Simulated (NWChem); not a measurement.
System: MgNH3; SMILES [NH2][MgH]

```xyz
5

Mg     0.2872    -0.6968    -0.0386
H      0.4646    -2.3848    -0.0914
N      0.0907     1.1802     0.0201
H     -0.7766     1.6956    -0.0155
H      0.8322     1.8606     0.0968
```
Atoms are numbered in this order, from 1.

Program: NWChem. All runs use the structure optimised with PBE0-D3(BJ)/def2-TZVP. Vzz is the largest principal value of the second derivative of the potential at the nucleus (NWChem prints the opposite sign); η is the asymmetry. Non-relativistic.

Task: What does the run give for Hartree-Fock/def2-SVP? Quantities: Vzz Mg1 (a.u.); η Mg1; Vzz N3 (a.u.); η N3.

Result: The vzz Mg1 (a.u.) is -1.048, the η Mg1 is 0.15 and the vzz N3 (a.u.) comes out as -0.812. The η N3 is 0.72.
